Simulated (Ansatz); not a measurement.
Ideal-gas functions of AlFH$_{4}$OSi$_{2}$ (`O[Si]1(F)[AlH][SiH2]1`) at 400 K and 1 bar, from an Ansatz frequency run at PBE0-D4/def2-TZVP.

Molar mass 122.18 g/mol, point group C1 (symmetry number 1), electronic degeneracy 1, moments of inertia 149.06, 293.918, 322.374 u Å². Harmonic wavenumbers (cm⁻¹, unscaled): 106, 155, 179, 222, 274, 342, 366, 388, 442, 466, 512, 545, 613, 788, 880, 922, 998, 1758, 1905, 2123, 3903.

Use S(trans) = R[1.5 ln M + 2.5 ln T − 1.1517]; rotational temperatures θ = 24.2544 K / I; S(rot) = R[ln(√π/σ · √(T³/θAθBθC)) + 1.5]; for each mode x = 1.438777 ν̃/T, S = R[x/(eˣ − 1) − ln(1 − e⁻ˣ)] and H = RT x/(eˣ − 1); 1 cm⁻¹ = 0.0119627 kJ/mol; R = 8.31446 J/(mol·K).

Problem. By hand: the entropy, in J/(mol·K).

Solution. Translation 174.9. Rotation: θ = 0.1627, 0.0825, 0.0752 K, giving 120.6. Vibration, mode by mode: 16.38, 13.28, 12.12, 10.40, 8.76, 7.10, 6.60, 6.19, 5.28, 4.93, 4.32, 3.93, 3.24, 1.97, 1.52, 1.35, 1.08, 0.11, 0.07, 0.03, 0.00, in all 108.7. Electronic 0.0. Sum 404.2 J/(mol·K).

Problem. By hand: H − E and G − E in kJ/mol, counted from the electronic energy.

Solution. Zero-point energy ½ × 17887 × 0.0119627 = 107.0; thermal vibration 24.2; translation, rotation and pV give 4 RT = 13.3. H − E = 144.5 kJ/mol, and G − E = 144.5 − 400 × 404.2/1000 = -17.2 kJ/mol.

Vibration gives 27 % of the entropy, 16.4 J/(mol·K) of it from the mode under 150 cm⁻¹: soft modes count most, and the harmonic formula is weakest for them. The sum counts one conformer and one mirror image; others add a mixing term.
